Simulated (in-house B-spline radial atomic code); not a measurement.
Values are calculated unless marked as measured or tabulated.
# C6 from the polarisability at imaginary frequency: K+

BSE on G0W0@HF linear response of the closed shell [Ne] 3s2 3p6, from a B-spline radial code for spherical atoms; non-relativistic, point nucleus, no spin-orbit coupling.

The dispersion coefficient of two like species is C6 = (3/π) ∫ α(iu)² du from 0 to ∞.

```tsv
u (hartree)	α(iu) (bohr³)
0	5.204
0.0849	5.169
0.198	5.02
0.339	4.705
0.566	4.035
0.849	3.186
1.27	2.204
1.98	1.261
2.83	0.7401
4.24	0.3862
7.07	0.1668
14.1	0.05444
```

(1) Fit one oscillator, α(iu) = α(0)/(1 + u²/ω²), through u = 1.27 and estimate C6.

(2) How does that compare with the full integral?

Answers

(1) From α(0)/α(iu) − 1 = 5.204/2.204 − 1 = 1.3612, ω = u/√1.3612 = 1.0886 hartree (29.6 eV). London's formula gives C6 = (3/4) α(0)² ω = 0.75 × 5.204² × 1.0886 = 22.11 hartree·bohr⁶, and the oscillator holds f = α(0) ω² = 6.17 electrons, of a sum of oscillator strengths of 18.7.

(2) The program's quadrature over all excitations gives C6 = 22.16, so the single oscillator is off by -0.2 %. At the last point the fit gives α = 0.0308 against 0.0544: higher excitations, and deeper shells where there are any, keep the true curve higher at large u.
